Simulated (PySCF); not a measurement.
zinc atom (Zn), singlet; DF-R2SCAN/aug-cc-pVDZ run with PySCF.

The PySCF input:
```python
from pyscf import gto, scf, dft

mol = gto.Mole()
mol.atom = '''
    Zn    0.000000    0.000000    0.000000
'''
mol.basis = 'aug-cc-pvdz'
mol.charge = 0
mol.spin = 0
mol.verbose = 4
mol.build()

mf = dft.RKS(mol)
mf.xc = 'r2scan'
mf = mf.density_fit(auxbasis='def2-universal-jkfit')
mf.kernel()
```

Q: Predict the main parts of the log of this PySCF run.

A: 
```
PySCF version 2.14.0

[INPUT] verbose = 4
[INPUT] num. atoms = 1
[INPUT] num. electrons = 30
[INPUT] charge = 0
[INPUT] spin (= nelec alpha-beta = 2S) = 0
[INPUT] symmetry False subgroup None
[INPUT] Mole.unit = angstrom
[INPUT] Symbol           X                Y                Z      unit          X                Y                Z       unit  Magmom
[INPUT]  1 Zn     0.000000000000   0.000000000000   0.000000000000 AA    0.000000000000   0.000000000000   0.000000000000 Bohr   0.0

nuclear repulsion = 0
number of shells = 11
number of NR pGTOs = 138
number of NR cGTOs = 59
basis = aug-cc-pvdz
ecp = {}

******** <class 'pyscf.df.df_jk.DFRKS'> ********
method = DFRKS
initial guess = minao
damping factor = 0
level_shift factor = 0
DIIS = <class 'pyscf.scf.diis.CDIIS'>
diis_start_cycle = 1
diis_space = 8
diis_damp = 0
SCF conv_tol = 1e-09
SCF conv_tol_grad = None
SCF max_cycles = 50
direct_scf = False
XC library pyscf.dft.libxc version 7.1.2
    S. Lehtola, C. Steigemann, M. J. T. Oliveira, and M. A. L. Marques,  SoftwareX 7, 1–5 (2018)
XC functionals = r2scan
    J. W. Furness, A. D. Kaplan, J. Ning, J. P. Perdew, and J. Sun,  J. Phys. Chem. Lett. 11, 8208–8215 (2020)
    J. W. Furness, A. D. Kaplan, J. Ning, J. P. Perdew, and J. Sun,  J. Phys. Chem. Lett. 11, 9248–9248 (2020)
    J. W. Furness, A. D. Kaplan, J. Ning, J. P. Perdew, and J. Sun,  J. Phys. Chem. Lett. 11, 8208–8215 (2020)
    J. W. Furness, A. D. Kaplan, J. Ning, J. P. Perdew, and J. Sun,  J. Phys. Chem. Lett. 11, 9248–9248 (2020)
radial grids:
    Treutler-Ahlrichs [JCP 102, 346 (1995); DOI:10.1063/1.469408] (M4) radial grids

becke partition: Becke, JCP 88, 2547 (1988); DOI:10.1063/1.454033
pruning grids: <function nwchem_prune>
grids dens level: 3
symmetrized grids: False
atomic radii adjust function: <function treutler_atomic_radii_adjust>
small_rho_cutoff = 0
Set gradient conv threshold to 3.16228e-05
Initial guess from minao.
tot grids = 20640
init E= -1778.99079628352
  HOMO = -0.210148975342223  LUMO = -0.0257817552529556  gap/eV = 5.01689
cycle= 1 E= -1779.3861099811  delta_E= -0.395  |g|= 0.573  |ddm|=  0.6
  HOMO = -0.250270148739264  LUMO = -0.0454500281146345  gap/eV = 5.57344
cycle= 2 E= -1779.30245826516  delta_E= 0.0837  |g|= 1.22  |ddm|= 0.881
  HOMO = -0.227476376127297  LUMO = -0.0320661191499177  gap/eV = 5.31738
cycle= 3 E= -1779.41255615114  delta_E= -0.11  |g|= 0.0444  |ddm|= 0.588
  HOMO = -0.222764796460354  LUMO = -0.0282892255903917  gap/eV = 5.29195
cycle= 4 E= -1779.41276635769  delta_E= -0.00021  |g|= 0.00552  |ddm|= 0.0263
  HOMO = -0.223059286736564  LUMO = -0.0284773762608747  gap/eV = 5.29484
cycle= 5 E= -1779.41276897331  delta_E= -2.62e-06  |g|= 1.77e-05  |ddm|= 0.00273
  HOMO = -0.223065967250921  LUMO = -0.0284842977796505  gap/eV = 5.29484
cycle= 6 E= -1779.41276897333  delta_E= -2.43e-11  |g|= 3.46e-06  |ddm|= 1.98e-05
  HOMO = -0.223065796266929  LUMO = -0.0284842616055939  gap/eV = 5.29483
Extra cycle  E= -1779.41276897332  delta_E= 7.05e-12  |g|= 7.85e-06  |ddm|= 5.44e-06
converged SCF energy = -1779.41276897332
```
